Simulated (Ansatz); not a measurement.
Program: Ansatz. Geometries: PBE0-D4/def2-TZVP. ΔE: electronic, gas phase. CCSD(T)/CBS adds triple-zeta CCSD(T) − MP2 to the extrapolated MP2 energy (def2 sets, frozen cores). This one scheme is used for every species. Functionals use def2-TZVPP. Each species was taken in one conformer, which may not be the lowest.

`F[Si](F)(F)S` + `N=C=O` → `O=C=N[Si](F)(F)F` + H₂S  (ligand exchange at the Si–S bond)

| level | ΔE (kcal/mol) |
| --- | --- |
| r2SCAN-D4 | -9.3 |
| r2SCAN | -9.3 |

(1) What does CCSD(T)/CBS give? (Estimate.)

Largest T1 diagnostic among the species: 0.018.

Results:

(1) The calculation gave: -10.5 kcal/mol. The listed levels differ from it by 1.2, 1.2 kcal/mol.

In def2-TZVPP, CCSD(T) changes the Hartree–Fock value by +4.9 kcal/mol (the triples alone add +1.0 kcal/mol) and MP2 by +5.2 kcal/mol. From r2SCAN to r2SCAN0 (25 % exact exchange), in def2-TZVPP and without D4, ΔE moves by −1.3 kcal/mol.
